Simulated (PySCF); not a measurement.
# Electron correlation in Kr⁺ (krypton, charge +1)

[Ar] 3d10 4s2 4p5, 2P determinant. All numbers are calculated (PySCF 2.14, the non-relativistic Hamiltonian (point nucleus), in pcseg-2 (6s5p3d1f, 43 functions)). Frozen: [Ar] 3d10; 7 electrons correlated.

MP2 pair energies summed by pair of shells (mhartree):

```csv
pair,energy,share (%)
4p-4p,-85.24,62.4
4s-4p,-43.72,32.0
4s-4s,-7.62,5.6
```

Total MP2 correlation energy: -136.58 mhartree.

Same-spin part -31.17 and opposite-spin part -105.41 mhartree; SCS-MP2 scales them by 1/3 and 6/5 to -136.88 mhartree.

```json
{"level": "CCSD", "correlation energy (mhartree)": "-156.88"}
{"level": "(T)", "correlation energy (mhartree)": "-4.04"}
{"level": "CCSD(T)", "correlation energy (mhartree)": "-160.92"}
```

Diagnostics: T1 = 0.0056, D1 = 0.0192, largest double amplitude 0.049.

Cost of the coupled-cluster step: 0.41 s of wall time on 1 thread of Neoverse-V1 (shared host), for 7 correlated electrons.

Iterations:

```
CC2 = 0
CCSD nocc = (np.int64(4), np.int64(3)), nmo = (29, 29)
frozen orbitals [[0, 1, 2, 3, 4, 5, 6, 7, 8, 9, 10, 11, 12, 13], [0, 1, 2, 3, 4, 5, 6, 7, 8, 9, 10, 11, 12, 13]]
max_cycle = 100
direct = 0
conv_tol = 1e-08
conv_tol_normt = 1e-06
diis_space = 8
diis_start_cycle = 0
Init t2, MP2 energy = -0.136582193631433
Init E_corr(UCCSD) = -0.136582193631941
cycle = 1  E_corr(UCCSD) = -0.152574092071019  dE = -0.0159918984  norm(t1,t2) = 0.0345907
cycle = 2  E_corr(UCCSD) = -0.155689144574247  dE = -0.0031150525  norm(t1,t2) = 0.0103729
cycle = 3  E_corr(UCCSD) = -0.156926384314499  dE = -0.00123723974  norm(t1,t2) = 0.00389937
cycle = 4  E_corr(UCCSD) = -0.15687932162944  dE = 4.70626851e-05  norm(t1,t2) = 0.000439816
cycle = 5  E_corr(UCCSD) = -0.156879890452466  dE = -5.68823027e-07  norm(t1,t2) = 6.1365e-05
cycle = 6  E_corr(UCCSD) = -0.15688021429078  dE = -3.23838313e-07  norm(t1,t2) = 1.16369e-05
cycle = 7  E_corr(UCCSD) = -0.156880195981908  dE = 1.83088713e-08  norm(t1,t2) = 2.65074e-06
cycle = 8  E_corr(UCCSD) = -0.156880196304484  dE = -3.22576077e-10  norm(t1,t2) = 7.00342e-07
UCCSD converged
E(UCCSD) = -2751.699910982483  E_corr = -0.1568801963044844
UCCSD(T) correction = -0.00404131976707889
```
